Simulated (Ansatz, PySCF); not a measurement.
Donor–acceptor adduct: AlH3 (SMILES [AlH3]) (first 4 atoms) with H2S (SMILES S); geometry from B3LYP-D3(BJ)/def2-TZVP, rigid monomers moved along the line of their centres of mass till Al1···S5 is 2.96 Å.
(charge 0, multiplicity 1):
```tsv
atom	x (Å)	y (Å)	z (Å)
Al	-0.2520	-0.1264	0.4923
H	-1.0017	-1.4932	0.8004
H	-1.1170	1.1968	0.3387
H	1.1968	-0.1837	-0.1560
S	0.6987	0.4818	3.2313
H	1.2046	-0.7269	3.5335
H	-0.4482	0.2460	3.8924
```

Monomers are frozen at their geometry in the pair; levels with a basis set take the counterpoise correction. Rows marked so take none.

Cores are frozen in the correlated methods. CBS: X⁻³ extrapolation of the correlation energy, Hartree–Fock from the larger set. Rows in 3-21G, 6-31G* carry no dispersion term and start afresh at each structure (6-31G* with six Cartesian d functions). MP2/6-31G* freezes PySCF's default core.

Run with Ansatz (an electronic-structure program); PySCF for 3-21G rows, 6-31G* rows, the dispersion terms. Values without a source in brackets are computed.

| level | interaction energy (kcal/mol) |
|---|---|
| HF/3-21G (no counterpoise) | -10.70 |
| PBE-D3(BJ)/def2-TZVPPD | -13.54 |
| r2SCAN-D3(BJ)/def2-TZVPPD | -13.50 |
| B3LYP/6-31G* (no counterpoise) | -11.27 |
| PBE0-D3(BJ)/def2-TZVPPD | -13.45 |
| M06-2X/6-31G* (no counterpoise) | -13.54 |
| MP2/6-31G* (no counterpoise) | -11.62 |
| CCSD(T)/aug-cc-pV(D+d)Z | -11.00 |
| CCSD(T)/CBS(aug-cc-pV(D+d)Z, aug-cc-pV(T+d)Z) | (withheld) |

### Question
Some entries are withheld; supply them.

### Answer

- CCSD(T)/CBS(aug-cc-pV(D+d)Z, aug-cc-pV(T+d)Z), interaction energy (kcal/mol): -12.01
